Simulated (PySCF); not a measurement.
Isomers of C7H12O4, one GFN2-xTB conformer each. Single-point energies are computed at PBE0/pcSseg-1 (PySCF, gas phase, no added dispersion term), electronic only.

```csv
SMILES,GFN2-xTB relative energy (kJ/mol)
CC(C)OC(=O)[C@H](C)OC=O,0.0
CCCOC(=O)C(=O)OCC,32.7
COC(=O)C(=O)OCC(C)C,35.3
CCCOC(=O)[C@@H](C)OC=O,9.7
CCCCOC(=O)C(=O)OC,41.1
CCOC(=O)C(=O)OC(C)C,17.3
```

Conformers: `[CH3:1][CH:2]([CH3:3])[O:4][C:5](=[O:6])[C@H:7]([CH3:8])[O:9][CH:10]=[O:11]` with C1–C2–O4–C5 -86°, C2–O4–C5–O6 2°, O4–C5–C7–C8 -93°, C5–C7–O9–C10 -56°, C7–O9–C10–O11 -3°; `[CH3:1][CH2:2][CH2:3][O:4][C:5](=[O:6])[C:7](=[O:8])[O:9][CH2:10][CH3:11]` with C1–C2–C3–O4 179°, C2–C3–O4–C5 -170°, C3–O4–C5–O6 -1°, O4–C5–C7–O8 -19°, C5–C7–O9–C10 179°; `[CH3:1][O:2][C:3](=[O:4])[C:5](=[O:6])[O:7][CH2:8][CH:9]([CH3:10])[CH3:11]` with C1–O2–C3–O4 -1°, O2–C3–C5–O6 -22°, C3–C5–O7–C8 -179°, C5–O7–C8–C9 107°, O7–C8–C9–C10 -62°; `[CH3:1][CH2:2][CH2:3][O:4][C:5](=[O:6])[C@@H:7]([CH3:8])[O:9][CH:10]=[O:11]` with C1–C2–C3–O4 68°, C2–C3–O4–C5 -108°, C3–O4–C5–O6 -4°, O4–C5–C7–C8 86°, C5–C7–O9–C10 61°; `[CH3:1][CH2:2][CH2:3][CH2:4][O:5][C:6](=[O:7])[C:8](=[O:9])[O:10][CH3:11]` with C1–C2–C3–C4 -179°, C2–C3–C4–O5 -67°, C3–C4–O5–C6 109°, C4–O5–C6–O7 1°, O5–C6–C8–O9 -15°; `[CH3:1][CH2:2][O:3][C:4](=[O:5])[C:6](=[O:7])[O:8][CH:9]([CH3:10])[CH3:11]` with C1–C2–O3–C4 89°, C2–O3–C4–O5 1°, O3–C4–C6–O7 -51°, C4–C6–O8–C9 178°, C6–O8–C9–C10 157°.

Question: What does PBE0/pcSseg-1 give for the same structures?

Answer: 
```csv
SMILES,PBE0/pcSseg-1 E (Eh),PBE0/pcSseg-1 (kJ/mol),GFN2-xTB (kJ/mol),point group
CC(C)OC(=O)[C@H](C)OC=O,-574.18879,0.0,0.0,C1
CCCOC(=O)[C@@H](C)OC=O,-574.18440,11.5,9.7,C1
CCOC(=O)C(=O)OC(C)C,-574.18323,14.6,17.3,C1
CCCOC(=O)C(=O)OCC,-574.17856,26.9,32.7,C1
COC(=O)C(=O)OCC(C)C,-574.17420,38.3,35.3,C1
CCCCOC(=O)C(=O)OC,-574.17312,41.1,41.1,C1
```

Both levels put the same isomer lowest; measured from each level's own lowest isomer, the values differ by up to 5.8 kJ/mol (CCCOC(=O)C(=O)OCC: 32.7 against 26.9). Neighbours under 10 kJ/mol apart (CCCOC(=O)[C@@H](C)OC=O and CCOC(=O)C(=O)OC(C)C; COC(=O)C(=O)OCC(C)C and CCCCOC(=O)C(=O)OC) can change places with a better method, another conformer or zero-point energy.

Question: Which frontier levels, dipoles and rotational constants go with these structures?

Answer: 
| SMILES | HOMO (eV, PBE0/pcSseg-1) | LUMO (eV) | dipole (D) | A, B, C (MHz) |
| --- | --- | --- | --- | --- |
| CC(C)OC(=O)[C@H](C)OC=O | -8.02 | 0.06 | 2.51 | 1821, 707.7, 605.1 |
| CCCOC(=O)[C@@H](C)OC=O | -8.13 | 0.01 | 2.36 | 1656, 811.2, 625.1 |
| CCOC(=O)C(=O)OC(C)C | -7.77 | -0.92 | 1.87 | 2414, 513.4, 485.4 |
| CCCOC(=O)C(=O)OCC | -7.77 | -1.42 | 0.84 | 3321, 414.2, 387.8 |
| COC(=O)C(=O)OCC(C)C | -7.86 | -1.46 | 1.08 | 2182, 561.4, 532.7 |
| CCCCOC(=O)C(=O)OC | -7.84 | -1.48 | 0.86 | 2023, 507.6, 478.2 |

Question: As an exercise, what shares would exp(−E/RT) give at 500 K from these electronic energies alone (no entropy, no degeneracies)?

Answer: RT = 4.157 kJ/mol: CC(C)OC(=O)[C@H](C)OC=O 91.4 %, CCCOC(=O)[C@@H](C)OC=O 5.7 %, CCOC(=O)C(=O)OC(C)C 2.7 %, CCCOC(=O)C(=O)OCC 0.1 %, COC(=O)C(=O)OCC(C)C under 0.1 %, CCCCOC(=O)C(=O)OC under 0.1 %.
